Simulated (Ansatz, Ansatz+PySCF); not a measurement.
| atom | x (Å) | y (Å) | z (Å) |
| --- | --- | --- | --- |
| Cu | 0.0000 | 0.0000 | 0.0000 |
| Cl | 0.0000 | 0.0000 | 2.0350 |
| Cl | 0.0000 | 0.0000 | -2.0350 |

Basis set: def2-SVP (spherical functions). Left uncorrelated: 15 orbitals. Correlation on ROHF uses semicanonical orbitals with singles. Charge 0, multiplicity 2.

Computed with Ansatz (development build ahead of 0.2.0); each method stands on the lowest determinant of its kind that the runs found. Restricted functionals stand beside restricted open-shell atoms, which can lie above the unrestricted atoms usual in DFT and then raise those values.

The atomization energy at this shape (free ground-state atoms in the same class of orbitals less the molecule, no zero-point energy) of doublet CuCl₂:

```
                        method  atomization energy
          ωB97X (unrestricted)             6.41 eV
 ωB97X (restricted open-shell)             6.44 eV
         r²SCAN (unrestricted)             7.18 eV
r²SCAN (restricted open-shell)             7.28 eV
           PBE0 (unrestricted)             6.36 eV
  PBE0 (restricted open-shell)             6.41 eV
            PBE (unrestricted)             7.04 eV
   PBE (restricted open-shell)             7.10 eV
                       UHF-MP2             4.78 eV
                      ROHF-MP2             4.74 eV
                           UHF             5.10 eV
```

What does ROHF give?

5.22 eV.
